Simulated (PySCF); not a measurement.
# Bond energies at PBE0/def2-SVP beside a composite method

PySCF, lowest determinants of a PBE0 search. The composite is CCSD(T) extrapolated to the basis-set limit from two correlation-consistent sets, with core-valence (CV) and scalar-relativistic (SR) terms as its label shows; it has no spin–orbit coupling and nothing beyond (T).

```json
{"species": "TeF", "state (unpaired electrons)": "doublet (π ↑)", "De PBE0 (eV)": "3.22", "De composite (eV)": "3.58", "composite": "CCSD(T)/CBS(TQ)+CV", "dissociates to": "Te + F"}
{"species": "PbH", "state (unpaired electrons)": "doublet (π ↑)", "De PBE0 (eV)": "2.39", "De composite (eV)": "2.53", "composite": "CCSD(T)/CBS(DT)", "dissociates to": "H + Pb"}
{"species": "TlH", "state (unpaired electrons)": "singlet (closed shell)", "De PBE0 (eV)": "2.46", "De composite (eV)": "2.61", "composite": "CCSD(T)/CBS(DT)", "dissociates to": "Tl + H"}
{"species": "GaC", "state (unpaired electrons)": "quartet (σ ↑, π ↑↑)", "De PBE0 (eV)": "3.34", "De composite (eV)": "3.12", "composite": "CCSD(T)/CBS(DT)", "dissociates to": "Ga + C"}
{"species": "SbS", "state (unpaired electrons)": "doublet (π ↑)", "De PBE0 (eV)": "3.31", "De composite (eV)": "3.44", "composite": "CCSD(T)/CBS(DT)", "dissociates to": "Sb + S"}
{"species": "CsF", "state (unpaired electrons)": "singlet (closed shell)", "De PBE0 (eV)": "4.63", "De composite (eV)": "5.28", "composite": "CCSD(T)/CBS(DT)+CV", "dissociates to": "Cs + F"}
{"species": "SI", "state (unpaired electrons)": "doublet (π ↑)", "De PBE0 (eV)": "2.28", "De composite (eV)": "2.38", "composite": "CCSD(T)/CBS(TQ)", "dissociates to": "S + I"}
{"species": "OF", "state (unpaired electrons)": "doublet (π ↑)", "De PBE0 (eV)": "2.39", "De composite (eV)": "2.24", "composite": "CCSD(T)/CBS(TQ)+CV+SR", "dissociates to": "O + F"}
```

Question: Does PBE0 bind more or less than the composite, by how much on average, and where is the difference largest?

Answer: PBE0/def2-SVP binds less on average, method and basis taken together: the mean signed difference is -0.15 eV and the mean absolute one 0.24 eV; it is largest for CsF (-0.65 eV).

The molecules are drawn from runs that passed checks on state, spin purity and fit, so the hardest cases are missing and the errors look smaller than over all diatomics.

Correlated steps freeze the inner cores (2 to 24 orbitals); shallow outer-core shells are correlated. Spin–orbit coupling is left out, which matters for elements this heavy, above all for dissociation energies. Where the molecule has an RHF reference, its open-shell atoms are computed with UHF. The CCSD T1 diagnostic is raised in GaC, a sign that a single reference may not be enough there. States were picked by a PBE0 search and need not be the measured ground states.
